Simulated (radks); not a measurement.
The numbers below are computed, except where a source is named.
All-electron atom: Cr VI in [Ar] 3d1 (the NIST ground configuration). Code: a radial shooting solver on a logarithmic mesh with Libxc functionals. Model: Dirac Kohn-Sham, PBE, spin-unpolarised, spherical densities, finite nucleus; open shells fill j = l - 1/2 first; Fermi nuclear charge, rms radius 3.6452 fm.

Radial electron density D(r) = 4 pi r^2 rho(r):

r (bohr)  D(r) (e/bohr)
0.002097         0.5162
0.002365         0.6454
0.002645         0.7939
0.002982         0.9894
0.003362          1.230
0.003761          1.505
0.00424           1.863
0.004781          2.299
0.005348          2.789
0.006029          3.418
0.006798          4.173
0.007604          5.005
0.008573          6.051
0.009666          7.273
0.01081           8.583
0.01219           10.18
0.01374           11.97
0.01537           13.80
0.01733           15.92
0.01954           18.15
0.02186           20.28
0.02465           22.51
0.02779           24.59
0.03108           26.28
0.03505           27.69
0.03951           28.58
0.0442            28.85
0.04983           28.51
0.05618           27.58
0.06284           26.31
0.07085           24.75
0.07989           23.31
0.08936           22.40
0.1007            22.17
0.1136            22.90
0.1271            24.43
0.1433            26.70
0.1615            29.11
0.1807            30.87
0.2037            31.60
0.2297            30.64
0.2569            28.14
0.2896            24.06
0.3266            19.27
0.3653            15.03
0.4118            11.59
0.4643            9.805
0.5194            9.627
0.5856            10.51
0.6603            11.64
0.7385            12.19
0.8327            11.75
0.9388            10.23
1.05              8.142
1.184             5.718
1.335             3.573
1.493             2.065
1.684             1.016
1.898            0.4384
2.123            0.1762
2.394           0.05747
2.699           0.01607
3.019          0.004237
3.404         0.0008638

D(r) has 3 maxima, at r = 0.0442, 0.202, 0.750 bohr, and minima at 0.0976, 0.499 bohr, inside which lie 2.12, 10.45 electrons.
